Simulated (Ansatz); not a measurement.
Born–Oppenheimer molecular dynamics of BrGaH$_{4}$ (6 atoms, charge 0, multiplicity 1). It starts at the highest image of a converged band, a first-order saddle point between two minima.

Theory: Ansatz, RKS PBE0-D4/def2-SVP.

```yaml
ensemble: NVE (velocity Verlet)
time_step: 0.5 fs
steps_asked: 200
starting_velocities_drawn_for: 300 K
seed: 6983
```

First frame:

```xyz
6
Properties=species:S:1:pos:R:3
Ga 0.009 -0.053 0.025
H 0.015 0.094 1.677
H 1.421 0.129 -0.600
H -1.419 0.055 -0.583
Br 0.082 -2.604 1.019
H 0.048 -1.165 1.678
```

(1) How far do the bonds stretch over the last three quarters of this one trajectory? (Pairs bonded in most of those frames.)

Results:

(1) 
```tsv
bond	mean (Å)	spread (Å)	shortest	longest
Ga1–H3	1.561	0.024	1.51	1.60
Ga1–H4	1.557	0.028	1.51	1.60
Ga1–Br5	2.421	0.298	2.01	2.80
H2–H6	0.772	0.023	0.75	0.87
```

Pairs bonded in part of these frames only: Ga1–H2 7 %.

Mean temperature of the second half: 1631 K. The conserved energy stayed within 0.066 meV per atom of its start (net change 0.031 meV per atom), so the integration is sound. The kinetic energy rose, since the run started high on the potential surface and went downhill. It ends in pieces (BrGaH2 + H2), so much of that is their flight and rotation, not heat. A run of 0.1 ps of so small a system gives no equilibrium averages. The orbitals stay closed-shell, which can raise the energy where a bond breaks towards radicals; this wasn't checked here.

Time of the run: 3.2 min on 2 threads of Intel(R) Xeon(R) 6975P-C (Granite Rapids), with other jobs on the host, peak memory 0.19 GiB.
